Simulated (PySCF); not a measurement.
# Spin–spin coupling constants

Bonds (- single, = double, # triple, : aromatic): C1-C2 1.525 Å, C2-Ga3 1.975 Å. C1 carries H4, H5, H6; C2 carries H7, H8; Ga3 carries H9, H10.

Indirect spin–spin couplings were computed at B3LYP/pcJ-1 (pcSseg-1 on Ga) (without the spin–dipole term) (PySCF) on a PBE0-D3(BJ)/def2-SVP structure, for the isolated molecule, without vibrational or relativistic corrections. Couplings are averaged over pairs made equivalent by symmetry, fast rotation or ring inversion, so a value needn't be that of the named pair in this geometry, while other rotamers aren't included; one pair stands for each set, and the list holds those of at least 0.8 Hz over up to four bonds.

Isotopes: ¹³C, ¹H.

```
   pair  bonds  J (Hz)
 C1, C2      1    36.8
 C1, H4      1       ?
 C2, H7      1   128.6
 C1, H7      2       ?
 C2, H4      2       ?
 C2, H9      2    21.0
 H4, H5      2   -14.0
 H7, H8      2   -17.7
H9, H10      2       ?
 C1, H9      3     3.9
 H4, H7      3     9.4
 H7, H9      3    -1.8
```

Q: Estimate the withheld couplings, with signs.

A: 
- ¹J(C1,H4) = 132.4 Hz (bond length 1.103 Å, sp3 carbon)
- ²J(C1,H7) = -3.3 Hz (angle at C2 111°)
- ²J(C2,H4) = -3.0 Hz
- ²J(H9,H10) = 45.1 Hz (angle at Ga3 119°)

Relativistic effects of the heavier atoms present are left out.
